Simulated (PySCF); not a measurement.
**Shapes and spin states of CoOCl2**

Method: PBE0/[Co def2-TZVP, O def2-TZVP, Cl def2-TZVP], no relativity, density fitting, PySCF.

Relaxations began from a few typed shapes and spin states; open shells are unrestricted. The search is not exhaustive: other isomers or separated fragments can lie lower, and high-lying points may rest on an excited occupation.

**Question.** Order these stationary points by electronic energy, lowest first, in kJ/mol from the lowest minimum.
A. doublet (⟨S²⟩ 1.42) Cs: Co–Cl 2.057 Å (×2), Co–O 1.541 Å; Cl–Co–Cl 125.1°, Cl–Co–O 114.5° (×2)
B. doublet (⟨S²⟩ 1.18) Cs: Co–Cl 2.051 Å, Co–Cl 2.057 Å, Co–O 1.534 Å; Cl–Co–Cl 118.0°, Cl–Co–O 118.4°, Cl–Co–O 123.6°
C. sextet C2v: Co–Cl 2.109 Å (×2), Co–O 1.723 Å; Cl–Co–Cl 129.3°, Cl–Co–O 115.4° (×2)
D. broken-symmetry Ms = 1/2 (⟨S²⟩ 1.79) C2v: Co–Cl 2.075 Å (×2), Co–O 1.579 Å; Cl–Co–Cl 146.2°, Cl–Co–O 106.9° (×2)
E. broken-symmetry Ms = 1/2 (⟨S²⟩ 1.83) Cs: Co–Cl 2.090 Å (×2), Co–O 1.647 Å; Cl–Co–Cl 148.6°, Cl–Co–O 103.8° (×2)
F. quartet C2v: Co–Cl 2.079 Å (×2), Co–O 1.569 Å; Cl–Co–Cl 142.5°, Cl–Co–O 108.7° (×2)
G. sextet Cs: Co–Cl 2.109 Å, Co–Cl 2.148 Å, Co–O 1.767 Å; Cl–Co–Cl 129.6°, Cl–Co–O 98.1°, Cl–Co–O 132.3°

**Answer.** F (0.0), C (23.3), G (45.2), E (46.5), B (57.9), A (59.1), D (66.1).

**Question.** Which of them are minima?

**Answer.** By energy in kJ/mol, 0.0: minimum; 23.3: minimum; 45.2: minimum; 46.5: minimum; 57.9: minimum; 59.1: minimum; 66.1: saddle point, 1 imaginary mode.

Formally Co is in oxidation state +4, d5, with 3 unpaired electrons (the high-spin count would be 5). The Mulliken spin on Co is 2.00. The polar-tensor charge on Co, 1.16, is far below the formal one.

For the lowest minimum: open d and f shells are described by one determinant, and the ground state may have another occupation or spin.
